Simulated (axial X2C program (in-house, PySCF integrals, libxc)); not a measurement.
**Worked dissociation energy of PdSb: PBE0, two-component**

Calculated with an in-house relativistic program for diatomic molecules. Two-component (2c) means X2C with spin–orbit coupling and atomic mean-field two-electron Coulomb and Gaunt terms. Basis: Sb dyall-cv3z [11s12p8d4f1g], Pd dyall-cv3z [12s12p8d5f3g] (cores contracted in-house); Gaussian nuclei, density fitting, unrestricted open shells. Masses: Sb 120.904 u, Pd 105.903 u.

Molecular state: Ω = 3/2 (⟨Sz⟩ = 1.48, ⟨Lz⟩ = 0.02 at PBE0).

* E(Sb) (2M_J = 3): -6477.742895 hartree
* E(Pd) (2M_J = 0): -5042.927891 hartree
* E(PdSb) at Re: -11520.732760 hartree
* ωe: 211.5 cm⁻¹
* ωexe: 0.672 cm⁻¹

(1) Work out De and D0.

The state is a single determinant with fixed occupations, the lowest that a limited PBE0 search found. Dissociation energies refer to the lowest single-determinant-based atoms at the same level and basis. Density functionals use the spin component along the axis (collinear). PBE0 can misorder states that lie within some tenths of an eV, so this need not be the ground state of the molecule. The nearest other 2c determinant of the search, Ω = 1/2, lies 0.19 eV up at the distance of the search. With several unpaired electrons one determinant need not be a pure state. This is the top spin component of a Σ state; components of lower Ω are not single determinants and can lie lower.

Each atomic determinant is the lowest at this level and need not be a pure J level. Totals compare only within one Hamiltonian and basis.

## Answers

(1) De = -6477.742895 + (-5042.927891) − (-11520.732760) = 0.06197 hartree = 1.686 eV. The zero-point energy is ωe/2 − ωexe/4 = 106 cm⁻¹ = 0.013 eV, so D0 = 1.673 eV.
